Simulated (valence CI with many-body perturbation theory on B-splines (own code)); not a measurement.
Results of a calculation; reference values are marked as such.
**A CI+MBPT run for Sm22+**

Method: configuration interaction combined with many-body perturbation theory (CI+MBPT): four valence electrons over a frozen Dirac-Fock core [Kr], a basis of 6 s, 6 p, 5 d, 5 f, 1 g functions for each j, with the one-electron correlation potential Σ1 (screened to all orders), the two-electron term Σ2, the three-electron term Σ3, Breit, model QED; selected single and double excitations, second order for the rest, scaled by the run's own slope (own B-spline code, finite nucleus).

Command, and the settings that its task file holds:

```sh
python run_cv.py task.json out
```

```
atom Sm  Z=62  mass_number=152  rms_radius_fm=5.0819
core [Kr]
valence 4d4
avg = 1
basis = S
breit = 1
cap = 10000
capref = 1200
cscale = 0.9
de = 0.0
dress = 0
eps = 2e-08
extrap = 1
h = 0.27
hh = 1
l2 = 3
lcore = 6
maxit = 60
n2 = 5
natural = 1
nlev = 20
nno = [3, 3, 3, 3, 1]
nroot = 26
nsp = [3, 3, 2, 2, 0]
pt2 = 1
qed = 1
rpa = 1
s1 = 1
s2 = 1
s3 = 1
screen = 1
tol = 2e-05
whole = 1
```

It took 36 s on 1 thread of Arm Neoverse V2, on a shared host.

Log. The first blocks belong to the next ion, which gives the ionisation energy. Fields: 2J, parity (1 odd), roots, reference size, generating configurations, candidates as configurations/state functions, variational space P, stored matrix elements, Davidson steps; e2 is the range of second-order energies in hartree. The first line gives the box (bohr), its intervals, the orbitals and the steps of their self-consistent field. Window is the range of levels sought, series limit the energy at which the first omitted orbital would enter, core excitation an estimate of the first excitation out of the core, left out the lowest levels not solved, and shifts from estimates the range by which levels moved from their first estimate, all in cm⁻¹.

```
rmax 6.5 intervals 60 orbitals 40 references ['4d4', '4d3 4f', '4d3 5s', '4d3 5p', '4d2 4f2'] scf 5 t 1.3
2J=3 par=0 roots 2 ref 38 generators 6 cand 1444/3520 P 417/999 nnz 0 it 0
2J=3 par=0 roots 2 ref 38 generators 10 cand 1703/4076 P 727/1826 nnz 0 it 5
   second order: generators 14 cand 2241/5143 e2 -0.00001 -0.00000
2J=5 par=0 roots 2 ref 44 generators 3 cand 799/2223 P 326/999 nnz 0 it 0
2J=5 par=0 roots 2 ref 44 generators 9 cand 1842/5054 P 715/2149 nnz 0 it 5
   second order: generators 14 cand 2302/6090 e2 -0.00001 -0.00000
reference levels 845, estimated 32, window 196117 1/cm; series limit 3292380, core excitation 893285
2J=0 par=0 roots 3 ref 28 generators 8 cand 2693/6230 P 1062/1994 nnz 0 it 4
2J=0 par=0 roots 3 ref 28 generators 10 cand 2530/5892 P 1360/2856 nnz 1.1e+06 it 4
   second order: generators 16 cand 3756/8416 e2 -0.00002 -0.00001
2J=2 par=0 roots 4 ref 51 generators 8 cand 3171/18947 P 733/3563 nnz 3e+06 it 5
2J=2 par=0 roots 4 ref 51 generators 11 cand 3580/21542 P 1207/6431 nnz 6.7e+06 it 5
   second order: generators 15 cand 4127/24698 e2 -0.00003 -0.00002
2J=4 par=0 roots 6 ref 88 generators 10 cand 3349/29035 P 539/3605 nnz 3e+06 it 5
2J=4 par=0 roots 6 ref 88 generators 11 cand 3194/28016 P 1293/9323 nnz 1.4e+07 it 9
   second order: generators 17 cand 3780/34672 e2 -0.00004 -0.00002
2J=8 par=0 roots 6 ref 91 generators 9 cand 3302/32373 P 512/3608 nnz 3.1e+06 it 5
2J=8 par=0 roots 6 ref 91 generators 12 cand 3170/31355 P 1206/8977 nnz 1.4e+07 it 8
   second order: generators 19 cand 4214/45909 e2 -0.00006 -0.00002
2J=6 par=0 roots 5 ref 85 generators 8 cand 3348/33119 P 457/3598 nnz 3.2e+06 it 4
2J=6 par=0 roots 5 ref 85 generators 10 cand 3220/32101 P 1135/9130 nnz 1.5e+07 it 8
   second order: generators 16 cand 3894/41912 e2 -0.00004 -0.00002
2J=10 par=0 roots 2 ref 67 generators 5 cand 2819/25550 P 534/3587 nnz 3.3e+06 it 4
2J=10 par=0 roots 2 ref 67 generators 8 cand 3023/26119 P 883/5862 nnz 7.3e+06 it 4
   second order: generators 13 cand 4026/39435 e2 -0.00004 -0.00003
2J=12 par=0 roots 2 ref 55 generators 4 cand 2496/19033 P 754/3470 nnz 3e+06 it 4
2J=12 par=0 roots 2 ref 55 generators 8 cand 2595/19253 P 906/4442 nnz 4.1e+06 it 4
   second order: generators 12 cand 4498/34848 e2 -0.00003 -0.00003
left out: unestimated 300774, estimated 249065, shifts from estimates -104 to 0
operators 2.6
```

The Davidson iterations converged. The settings are bad on purpose, so the numbers may not be properties of the ion.

No measured levels were compared; by estimate terms of the open shell hold to 2 to 4 % of their energy, and close levels can change places. Only levels of the ground parity were solved; by the run's estimate the other parity begins above the list, which can be wrong where configurations are misplaced.

* Valence energy: -112.2656 hartree
* Ionisation energy: 703.56 eV
* Reference configurations for the orbitals: 4d4, 4d3 4f, 4d3 5s, 4d3 5p, 4d2 4f2
* Radial orbitals: 40
* Box radius: 6.492 bohr
* Largest variational space: 9323
* Lowest levels: (4d3/2^4) J=0 0.0, (4d3/2^3 4d5/2) J=1 42474, (4d3/2^3 4d5/2) J=2 65318, (4d3/2^3 4d5/2) J=4 71655, (4d3/2^3 4d5/2) J=3 75532, (4d3/2^2 4d5/2^2) J=0 108470, (4d3/2^2 4d5/2^2) J=4 [a] 113590, (4d3/2^2 4d5/2^2) J=2 [a] 118450, (4d3/2^2 4d5/2^2) J=3 [a] 119220, (4d3/2^2 4d5/2^2) J=5 129250, (4d3/2^2 4d5/2^2) J=1 134260, (4d3/2^2 4d5/2^2) J=6 136950, (4d3/2^2 4d5/2^2) J=4 [b] 145900, (4d3/2^2 4d5/2^2) J=3 [b] 147800 cm⁻¹

Levels are named by their leading jj configuration (3d3/2^4 stands for four electrons in 3d with j = 3/2), which in mixed levels can hold well under half, so a name can repeat and another be missing. Letters in brackets count levels of one name in rising energy.
